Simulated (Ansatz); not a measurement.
Reactions of C$_{4}$H$_{7}$Al (`CC1=[C]([AlH2])C1`).

Program: Ansatz. Geometries: PBE0-D4/def2-TZVP. ΔE: electronic, gas phase. CCSD(T)/CBS adds triple-zeta CCSD(T) − MP2 to the extrapolated MP2 energy (def2 sets, frozen cores). This one scheme is used for every species, atoms too. DFT in def2-TZVPP. B3LYP here is the variant with VWN-RPA as its local correlation; programs differ in this. Open shells (•) are unrestricted, without spin–orbit coupling. Spin–orbit coupling would lower the free atoms: a little for Al, C. Elements past krypton have def2 core potentials. For I outer-core shells are correlated without core-valence functions, so the limit isn't a true one: a few kJ/mol of doubt a bond, and 10 to 20 or more in all where bonds break to atoms. One conformer a species, not always the lowest.

| reaction | PBE-D4 (kJ/mol) | B2PLYP (kJ/mol) | B3LYP-D4 (kJ/mol) | CCSD/CBS(def2) (kJ/mol) |
| --- | --- | --- | --- | --- |
| `CC1=[C]([AlH2])C1` + HI → `[AlH2][I]` + `CC1=CC1` | -108 | -111 | -107 | -117 |
| `CC1=[C]([AlH2])C1` + `BBO` → `BB[O][AlH2]` + `CC1=CC1` | -84 | -96 | -95 | -97 |
| `CC1=[C]([AlH2])C1` + `O[SiH2]F` → `O[SiH](F)[AlH2]` + `CC1=CC1` | 49 | 66 | 61 | 62 |
| `CC1=[C]([AlH2])C1` + HCl → `CC1=C(Cl)C1` + `[AlH3]` | 95 | 105 | 103 | 111 |
| `CC1=[C]([AlH2])C1` + H–F → `CC1=C(F)C1` + `[AlH3]` | 129 | 138 | 134 | 150 |
| `CC1=[C]([AlH2])C1` + `CC(O)O` → `CC(O)[O][AlH2]` + `CC1=CC1` | -82 | -91 | -91 | -91 |
| `CC1=[C]([AlH2])C1` → Al• + 4 C• + 7 H• | 4679 | 4532 | 4576 | 4498 |
| `CC1=[C]([AlH2])C1` + `OP[SiH3]` → `O[P]([AlH2])[SiH3]` + `CC1=CC1` | -9 | 6 | 3 | 2 |
| `CC1=[C]([AlH2])C1` + `O=CN[SiH3]` → `O=C[N]([AlH2])[SiH3]` + `CC1=CC1` | -41 | -44 | -44 | -48 |

Give the CCSD(T)/CBS values in the same order. (Best estimate.)

Ansatz gave: -115, -93, 63, 110, 151, -90, 4565, 1, -49 kJ/mol.

Largest T1 diagnostic: 0.018, for Al•.
